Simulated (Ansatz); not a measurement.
## Worked example: B(CH3)2(SeH) → B(CH3)(SeH) + CH3

Species: B(CH3)2(SeH), singlet; B(CH3)(SeH), doublet; CH3 (methyl radical) `[CH3]`, doublet. 

Shapes, held fixed at every level: PBE0-D4/def2-TZVP. Flexible molecules stand in one conformer, not always the lowest. Programs: Ansatz 0.2.0. The zero-point and thermal change to 298 K, harmonic and unscaled (PBE0-D4/def2-TZVP), is -18.8 kJ/mol.

At CCSD(T)/def2-TZVPP; 1 Eh = 2625.50 kJ/mol:

| species | energy (Eh) |
| --- | --- |
| B(CH3)2(SeH) | -2505.226061 |
| B(CH3)(SeH) | -2465.296127 |
| CH3 | -39.761719 |

Question: Work out ΔH(298 K) of the reaction at this level.

Answer: 
1. Products less reactants: (-2465.296127) + (-39.761719) − [(-2505.226061)] = 0.168215 Eh = +441.6 kJ/mol.
2. With the thermal change: +441.6 + (-18.8) = +422.8 kJ/mol.

Other levels give +317.7 (HF/def2-SVP) to +439.1 kJ/mol (MP2/def2-TZVPP). No measured value is set beside it here. Open shells run unrestricted. Relativity is left out for Se. Outer-core shells of Se are correlated in most correlated rows, in sets that cover them unevenly. The median of the other levels is +413.9 kJ/mol.
